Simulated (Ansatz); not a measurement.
Calculated with Ansatz (gas phase, PBE0-D4/def2-TZVP geometries, no zero-point term in ΔE). CBS: MP2 limit from def2 TZ/QZ plus the TZ coupled-cluster correction, frozen cores. Functionals use def2-TZVPP. For Ge outer-core shells are correlated without core-valence functions, which leaves a few kJ/mol of doubt a bond. Scalar relativity is left out up to krypton. One conformer a species, not always the lowest.

Reaction (isomerisation): `S[CH2][GeH3]` → `[CH3][GeH2][SH]`

(1) Is it downhill or uphill in electronic energy at CCSD(T)/CBS, and by how much? (An estimate is asked.)

(2) What do these levels give: r2SCANh-D4, r2SCAN0-D4, ωB97X-V, RPA@PBE/def2-TZVPP, CCSD/def2-SVP, MP2/def2-TZVPP? (Best estimate.)

Largest T1 diagnostic among the species: 0.011.

## Answers

(1) Ansatz gave: Downhill: ΔE = -1.11 eV.

(2) Ansatz gave: r2SCANh-D4 -1.16, r2SCAN0-D4 -1.17, ωB97X-V -1.11, RPA@PBE/def2-TZVPP -1.08, CCSD/def2-SVP -1.08, MP2/def2-TZVPP -1.16 eV.

Leaving LDA and LC-ωPBE aside and taking each functional with its dispersion term where it has one, the values, not all of them listed here, spread over 0.08 eV, from r2SCAN0-D4 to revPBE-D4. LDA lies +0.07 eV from PBE without D4. In def2-TZVPP, CCSD(T) changes the Hartree–Fock value by +0.07 eV (the triples alone add +0.01 eV) and MP2 by +0.04 eV. From BLYP to BHLYP (50 % exact exchange), in def2-TZVPP and without D4, ΔE moves by −0.05 eV.
